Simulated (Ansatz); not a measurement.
Steps of a relaxation of CH₈AlBOSi (`CO[B]([AlH2])[SiH3]`) with RKS PBE0-D4/def2-TZVP.

```sh
$ ansatz run in.yaml --threads 4 --pin off --events-out ev --progress --plain --max-ram 10444MiB
```

```yaml
crystal:
  periodic: [false, false, false]
  atoms:
    - {symbol: C, position_ang: [-2.254834, -0.037640, -0.372175]}
    - {symbol: O, position_ang: [-1.038052, 0.693729, -0.341808]}
    - {symbol: B, position_ang: [0.165092, 0.168144, -0.002875]}
    - {symbol: Al, position_ang: [0.640063, -1.838645, 0.628528]}
    - {symbol: Si, position_ang: [1.749600, 1.469425, -0.106572]}
    - {symbol: H, position_ang: [-2.663612, -0.022744, -1.403007]}
    - {symbol: H, position_ang: [-2.986759, 0.445725, 0.306263]}
    - {symbol: H, position_ang: [-2.101549, -1.095825, -0.053853]}
    - {symbol: H, position_ang: [1.321742, -2.897124, -0.377329]}
    - {symbol: H, position_ang: [0.567542, -2.267624, 2.179781]}
    - {symbol: H, position_ang: [2.740698, 1.186847, 1.000097]}
    - {symbol: H, position_ang: [1.384499, 2.932461, -0.042835]}
    - {symbol: H, position_ang: [2.495969, 1.228473, -1.399616]}
basis:
  gaussian: {orbitals: def2-TZVP}
hamiltonian: {xc: pbe0, dispersion: d4}
relax: {f_tol: 0.005, max_steps: 150}
```

Positions (Å) and forces (eV/Å) along the path, 10 of 12 steps:

```xyz
13
step=1 energy=-18355.6546 eV
C    -2.255   -0.038   -0.372   -0.233   -0.155   -0.007
O    -1.038    0.694   -0.342    0.106   -0.331    0.096
B     0.165    0.168   -0.003   -0.358    0.182   -0.101
Al    0.640   -1.839    0.629    0.124   -0.158    0.063
Si    1.750    1.469   -0.107    0.196    0.169   -0.049
H    -2.664   -0.023   -1.403    0.247    0.003    0.511
H    -2.987    0.446    0.306    0.407   -0.228   -0.325
H    -2.102   -1.096   -0.054   -0.036    0.561   -0.157
H     1.322   -2.897   -0.377   -0.111    0.137    0.113
H     0.568   -2.268    2.180   -0.021    0.057   -0.186
H     2.741    1.187    1.000   -0.223    0.040   -0.217
H     1.384    2.932   -0.043    0.069   -0.315   -0.007
H     2.496    1.228   -1.400   -0.168    0.039    0.266
13
step=2 energy=-18355.6870 eV
C    -2.236   -0.040   -0.368   -0.067   -0.046   -0.002
O    -1.028    0.692   -0.342    0.046   -0.139    0.046
B     0.168    0.169   -0.001   -0.111    0.119   -0.061
Al    0.643   -1.835    0.629   -0.006   -0.023    0.009
Si    1.741    1.472   -0.111    0.045    0.015    0.002
H    -2.638   -0.031   -1.389    0.063   -0.001    0.150
H    -2.958    0.439    0.304    0.108   -0.071   -0.097
H    -2.075   -1.083   -0.049   -0.017    0.169   -0.049
H     1.296   -2.886   -0.380   -0.012    0.015    0.022
H     0.544   -2.260    2.166    0.002    0.000   -0.027
H     2.714    1.181    0.991   -0.035    0.022   -0.056
H     1.375    2.919   -0.043    0.018   -0.077   -0.004
H     2.475    1.227   -1.393   -0.034    0.018    0.066
13
step=3 energy=-18355.6895 eV
C    -2.232   -0.046   -0.366    0.016    0.027   -0.003
O    -1.028    0.692   -0.342    0.019   -0.022    0.000
B     0.168    0.176   -0.006   -0.017    0.022    0.015
Al    0.630   -1.831    0.628    0.018   -0.008   -0.003
Si    1.743    1.473   -0.111    0.000    0.003   -0.006
H    -2.633   -0.037   -1.381   -0.006   -0.002   -0.014
H    -2.950    0.426    0.305   -0.011    0.006    0.010
H    -2.064   -1.082   -0.050    0.005   -0.019    0.006
H     1.282   -2.884   -0.376   -0.001   -0.010   -0.007
H     0.531   -2.261    2.161   -0.010    0.001    0.008
H     2.719    1.189    0.984   -0.007   -0.008    0.006
H     1.378    2.916   -0.043   -0.005    0.012    0.001
H     2.476    1.234   -1.389    0.000   -0.002   -0.011
13
step=4 energy=-18355.6897 eV
C    -2.229   -0.046   -0.366    0.009    0.011   -0.005
O    -1.026    0.691   -0.344   -0.007   -0.007    0.013
B     0.169    0.177   -0.002    0.015    0.006   -0.024
Al    0.633   -1.833    0.626   -0.002    0.001    0.010
Si    1.742    1.476   -0.111   -0.005   -0.002    0.006
H    -2.630   -0.042   -1.381   -0.004   -0.001   -0.008
H    -2.949    0.431    0.303   -0.006    0.003    0.006
H    -2.063   -1.080   -0.044    0.001   -0.011    0.004
H     1.280   -2.889   -0.379   -0.002    0.000   -0.002
H     0.526   -2.263    2.159   -0.002   -0.004    0.002
H     2.716    1.189    0.985    0.005    0.001    0.002
H     1.377    2.919   -0.043   -0.001    0.005    0.001
H     2.474    1.236   -1.391    0.000   -0.001   -0.004
13
step=5 energy=-18355.6897 eV
C    -2.229   -0.046   -0.366    0.004    0.006    0.000
O    -1.026    0.691   -0.342   -0.007   -0.007    0.000
B     0.170    0.177   -0.004    0.014    0.007   -0.001
Al    0.633   -1.833    0.628   -0.005   -0.001    0.000
Si    1.743    1.477   -0.112   -0.004   -0.002    0.001
H    -2.630   -0.040   -1.381   -0.001   -0.001   -0.001
H    -2.948    0.428    0.304   -0.002    0.000    0.001
H    -2.061   -1.082   -0.046   -0.001   -0.003    0.001
H     1.278   -2.890   -0.378    0.000   -0.001    0.001
H     0.523   -2.264    2.160   -0.001    0.000   -0.001
H     2.716    1.190    0.984    0.003    0.001    0.000
H     1.377    2.920   -0.043    0.000    0.001    0.000
H     2.474    1.237   -1.392    0.001    0.001   -0.001
13
step=6 energy=-18355.6898 eV
C    -2.228   -0.047   -0.365    0.003    0.003    0.000
O    -1.025    0.691   -0.341   -0.007   -0.001   -0.003
B     0.172    0.177   -0.004    0.012    0.001    0.005
Al    0.632   -1.833    0.627   -0.003   -0.001   -0.002
Si    1.743    1.478   -0.112   -0.003   -0.001    0.000
H    -2.629   -0.041   -1.380    0.000   -0.001    0.000
H    -2.948    0.427    0.305    0.000    0.000    0.000
H    -2.060   -1.083   -0.046   -0.001   -0.001    0.000
H     1.276   -2.891   -0.377    0.000    0.000    0.001
H     0.518   -2.265    2.159   -0.001    0.001   -0.001
H     2.718    1.192    0.983    0.001    0.000    0.000
H     1.377    2.922   -0.043   -0.001    0.000    0.000
H     2.474    1.239   -1.392    0.000    0.001   -0.001
13
step=8 energy=-18355.6884 eV rejected
C    -2.221   -0.049   -0.363   -0.035    0.069   -0.023
O    -1.022    0.697   -0.344    0.198   -0.159    0.097
B     0.177    0.177    0.002   -0.176    0.116   -0.123
Al    0.622   -1.835    0.623    0.013   -0.006    0.052
Si    1.747    1.479   -0.114   -0.023    0.009    0.021
H    -2.623   -0.048   -1.378   -0.002   -0.010   -0.004
H    -2.942    0.426    0.304   -0.002   -0.011    0.004
H    -2.051   -1.083   -0.039    0.015   -0.002    0.004
H     1.274   -2.894   -0.374   -0.001   -0.006   -0.019
H     0.498   -2.269    2.155   -0.006   -0.004   -0.004
H     2.726    1.197    0.979    0.008    0.003   -0.009
H     1.366    2.918   -0.040    0.011    0.004    0.000
H     2.470    1.248   -1.399    0.002   -0.004    0.004
13
step=9 energy=-18355.6898 eV
C    -2.225   -0.048   -0.364    0.001    0.001    0.001
O    -1.023    0.690   -0.340   -0.001    0.000    0.000
B     0.175    0.178   -0.004    0.001   -0.001    0.001
Al    0.628   -1.834    0.627   -0.001    0.000    0.000
Si    1.744    1.481   -0.113   -0.003    0.000    0.000
H    -2.625   -0.045   -1.379    0.000    0.000    0.000
H    -2.945    0.426    0.305    0.000    0.001    0.000
H    -2.056   -1.084   -0.042    0.001    0.000    0.000
H     1.275   -2.893   -0.375    0.001   -0.001    0.000
H     0.503   -2.269    2.157    0.000    0.000    0.000
H     2.722    1.194    0.979    0.001    0.000    0.000
H     1.376    2.923   -0.041    0.000    0.000    0.000
H     2.472    1.245   -1.396    0.000    0.000    0.000
13
step=10 energy=-18355.6898 eV
C    -2.223   -0.048   -0.363    0.000    0.002    0.000
O    -1.021    0.690   -0.340    0.002   -0.006    0.002
B     0.176    0.177   -0.003   -0.004    0.003   -0.002
Al    0.626   -1.835    0.628    0.004    0.001    0.002
Si    1.744    1.481   -0.114    0.000    0.000    0.000
H    -2.623   -0.047   -1.379    0.000    0.000    0.000
H    -2.945    0.427    0.304    0.000    0.001    0.000
H    -2.056   -1.083   -0.039    0.001    0.000    0.000
H     1.280   -2.893   -0.372   -0.001   -0.001   -0.001
H     0.492   -2.273    2.157   -0.001    0.000    0.000
H     2.727    1.194    0.974    0.001   -0.001    0.001
H     1.374    2.923   -0.037    0.000    0.000    0.000
H     2.468    1.250   -1.400    0.000    0.000   -0.001
13
step=12 energy=-18355.6898 eV
C    -2.223   -0.048   -0.363    0.000    0.000    0.000
O    -1.021    0.690   -0.340    0.000   -0.003    0.001
B     0.177    0.177   -0.003   -0.001    0.002   -0.002
Al    0.627   -1.836    0.629    0.000    0.001    0.001
Si    1.745    1.481   -0.115   -0.001    0.000    0.000
H    -2.622   -0.048   -1.379    0.000    0.000    0.000
H    -2.945    0.429    0.303    0.000    0.000    0.000
H    -2.056   -1.082   -0.038    0.000    0.000    0.000
H     1.284   -2.892   -0.370    0.000    0.000    0.000
H     0.486   -2.274    2.157    0.001   -0.001    0.000
H     2.730    1.192    0.970    0.001    0.000    0.000
H     1.373    2.922   -0.032    0.001    0.000    0.000
H     2.465    1.254   -1.403    0.000    0.000    0.000
```

Run time 41 s (4 threads of an Arm Neoverse V2 on a shared host); peak host memory 0.6 GiB.
